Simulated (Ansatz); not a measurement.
Species: tetrasiletane, Si4H8 (charge 0, singlet). 
Geometry from a B3LYP-D3(BJ)/def2-TZVP (Ansatz, a first-principles code) optimisation:
```
Si
H 1 1.4831
H 1 1.4856 2 109.10
Si 1 2.3619 2 119.55 3 127.51
H 4 1.4831 1 119.55 2 -89.92
H 4 1.4856 5 109.10 1 -127.51
Si 1 2.3619 2 119.55 3 -127.51
H 7 1.4831 1 119.55 2 89.92
H 7 1.4856 8 109.10 1 127.51
Si 7 2.3619 8 119.55 9 127.51
H 10 1.4831 7 119.55 8 -89.92
H 10 1.4856 11 109.10 7 -127.51
```

Total electronic energies in hartree. Correlated levels leave the core frozen unless marked. Spin-orbit coupling is left out. No relativistic terms. Basis-set limits of correlation are two-point, X^-3; Hartree-Fock from the larger set. The bracket is a focal-point correction in the basis named.

```csv
level,program,energy (Eh)
HF/6-31G,Ansatz,-1160.14150
BHLYP-D3(BJ)/def2-TZVPD,Ansatz + dftd3,-1162.81692
r2SCAN0/def2-TZVPD,Ansatz,-1162.68025
CCSD/STO-3G,Ansatz,-1147.30904
CCSD/cc-pVTZ,Ansatz,-1160.99199
CCSD(T)/6-31G*,Ansatz,-1160.70097
CCSD(T)/cc-pwCVTZ,Ansatz,-1161.02941
"RI-MP2/CBS(aug-cc-pV(T+d)Z,aug-cc-pV(Q+d)Z)+[CCSD(T)-MP2]/aug-cc-pV(Q+d)Z",Ansatz,-1161.0950
"CCSD(T)/CBS(aug-cc-pV(T+d)Z,aug-cc-pV(Q+d)Z)",Ansatz,-1161.0911
```

Totals of different functionals don't rank their quality; only differences between species are comparable.
